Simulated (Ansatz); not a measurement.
H4SiSn, singlet, at a GFN2-xTB geometry (such geometries of metal compounds can be far from the true shape) (all electrons, no relativity), with bond 2-1 at 2.4 times its length; SC-NEVPT2/STO-3G, CASSCF(4,3) (Ansatz, a first-principles code).

Here is a job for Ansatz.
Ansatz 0.2 input:
```yaml
crystal:
  periodic: [false, false, false]
  atoms:
    - {symbol: Sn, position_ang: [-0.01314897, 0.51626189, 0.43865379]}
    - {symbol: H, position_ang: [-0.44678320, 3.15801454, -2.98273955]}
    - {symbol: Si, position_ang: [0.04815793, -1.52347214, -1.16865227]}
    - {symbol: H, position_ang: [1.02531636, -1.47334444, -2.26798772]}
    - {symbol: H, position_ang: [-1.23090294, -1.83467173, -1.83090667]}
    - {symbol: H, position_ang: [0.38265402, -2.79346032, -0.48573652]}
basis:
  gaussian:
    orbitals: STO-3G
magnetization: {spin_polarized: false}
correlation: {method: sc_nevpt2, electrons: all, active_space: {window: {electrons: 4, orbitals: 3}}}
```

The log (banner, timings and long lists left out):

```
Functional definition: HF
499 factors; integrals over basis functions are off by at most 3.4e-5 eV
mean field evaluation 1: about -170090.6043 eV, gradient 9.6e0 eV
mean field evaluation 2: about -170090.6164 eV, gradient 9.6e0 eV
mean field evaluation 4: about -170090.9847 eV, gradient 5.7e0 eV
mean field evaluation 8: about -170091.5568 eV, gradient 6.6e0 eV
mean field evaluation 16: about -170094.3992 eV, gradient 1.5e-2 eV
mean field evaluation 32: about -170094.3025 eV, gradient 8.4e-1 eV
mean field evaluation 64: about -170093.8969 eV, gradient 2.0e-1 eV
mean field -170094.39909701 eV, -6250.8538726903 hartree, gradient 9.5e-7 eV, S^2 0.000000; 6 other end points of the search recorded, 0 dependent functions left out; unrestricted orbitals would lower it
reference -170094.39909701 eV, -6250.8538726903 hartree; 34, 34 occupied and 6, 6 virtual orbitals, 499 factors
state -170099.75264693 eV, -6251.0506120213 hartree
state -170099.75264693 eV, -6251.0506120213 hartree; corrected -170101.29075680 eV, -6251.1071365166 hartree
WARN: 1 active orbitals are nearly empty or full. The corrections depend on them more than the energy does, and are more stable in an active space without them
Total energy: -170101.29075680 eV, -6251.1071365166 hartree
```
